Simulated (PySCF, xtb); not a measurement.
CsBr, SMILES [Br][Cs].

GFN2-xTB run with xtb at its own geometry gives an orbital gap of 1.99 eV and a dipole moment of 9.81 D.

The structure is a stationary point at B3LYP-D3(BJ)/def2-TZVPD. The def2 effective core potentials stand for the cores of Cs; spin–orbit coupling is left out.

What does HF/def2-TZVPD run with PySCF give? (An estimate is asked for; the answer gives what the named calculation found.)

gap 8.07 eV (levels -8.34 and -0.27 eV), dipole 11.84 D.
